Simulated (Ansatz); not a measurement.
One group Y is varied and pulled off as a radical: Y-Sn(OH)3. Gas-phase values, no solvent. Each species was relaxed from one start; no search for lower structures was made at this level. In the def2 sets, heavy atoms carry core potentials. Strings in code marks are SMILES.

Computed with Ansatz (a first-principles code) with B3LYP-D3(BJ)/def2-TZVP // PBE0-D3(BJ)/def2-SVP. All candidates: neutral, multiplicity 1. B3LYP has the VWN-RPA correlation part, as in Gaussian. 

The vertical ionisation energy (Delta-SCF) comes out as 9.10 eV. The HOMO is -7.10 eV and the LUMO is -1.47 eV.

Problem. Which member has these values?
(A) `C=CC[CH2][Sn]([OH])([OH])[OH]`
(B) `C=C[CH2][Sn]([OH])([OH])[OH]`
(C) `CCC[CH2][Sn]([OH])([OH])[OH]`
(D) `[OH][Sn]([OH])([OH])[c]1ccccc1`

Solution. B, `C=C[CH2][Sn]([OH])([OH])[OH]`. The others give `CCC[CH2][Sn]([OH])([OH])[OH]`: 9.67 eV, -7.81 eV, -1.20 eV; `[OH][Sn]([OH])([OH])[c]1ccccc1`: 9.43 eV, -7.47 eV, -1.29 eV; `C=CC[CH2][Sn]([OH])([OH])[OH]`: 9.29 eV, -7.40 eV, -1.35 eV
